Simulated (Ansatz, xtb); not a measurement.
**Relative energy of two structures of OSi3**

Structure I is a triplet given by its coordinates and structure II is a singlet given by its coordinates. Both are isolated molecules in the gas phase, relaxed with PBE0-D3(BJ)/def2-SVP.

I (Å):

```xyz
4

O     1.2529   -1.8248    0.1270
Si    1.5687   -2.9424   -1.1400
Si   -0.6007   -2.8148   -2.0997
Si    0.0893   -0.9555   -0.7917
```

Close contacts (Å): O1–Si2 1.72, O1–Si4 1.72, Si2–Si3 2.38, Si2–Si4 2.50, Si3–Si4 2.38.

II (Å):

```xyz
4

O    -0.3293    0.2091   -0.3847
Si    1.9308   -0.1941   -0.4911
Si    0.1330   -1.2087    0.5507
Si    0.6121    1.5575    0.2435
```

Close contacts (Å): O1–Si3 1.76, O1–Si4 1.76, Si2–Si3 2.31, Si2–Si4 2.31.

Which of the two would you expect CCSD(T)/def2-TZVPP electronic energies to favour?

Too close to call at this level: CCSD(T)/def2-TZVPP gives E(II) − E(I) = +0.29 kcal/mol.

Level by level:

```
               level              geometry  E(II) − E(I) (kcal/mol)  departure from the last row (kcal/mol)  job, with rough time for the two
PBE0-D3(BJ)/def2-SVP  PBE0-D3(BJ)/def2-SVP                     +1.75                                   +1.45             optimisation, 2.9 min
       HF/def2-TZVPP  PBE0-D3(BJ)/def2-SVP                    +18.93                                  +18.63           part of the CCSD(T) run
      MP2/def2-TZVPP  PBE0-D3(BJ)/def2-SVP                     −2.52                                   −2.81           part of the CCSD(T) run
  CCSD(T)/def2-TZVPP  PBE0-D3(BJ)/def2-SVP                     +0.29                                                     single point, 6.2 min
```

The largest departure from CCSD(T)/def2-TZVPP is that of HF/def2-TZVPP, 18.63 kcal/mol. At CCSD(T)/def2-TZVPP a singlet with the links of I lies below this triplet. Levels run at GFN2-xTB geometries aren't shown.

With harmonic frequencies from PBE0-D3(BJ)/def2-SVP (ideal gas, rigid rotor, one conformer each, 298.15 K, 1 atm): the zero-point term adds −0.07 kcal/mol; ΔH is +0.21 and ΔG +0.92 kcal/mol.

The T1 diagnostic of structure II is large, so the coupled-cluster value is less sure. Open shells are spin-unrestricted. The correlated steps freeze 16 core orbitals. ΔG holds the spin degeneracy. Run with Ansatz 0.2.0; the last row on 1 thread of AMD EPYC (Zen 3) on a shared host.
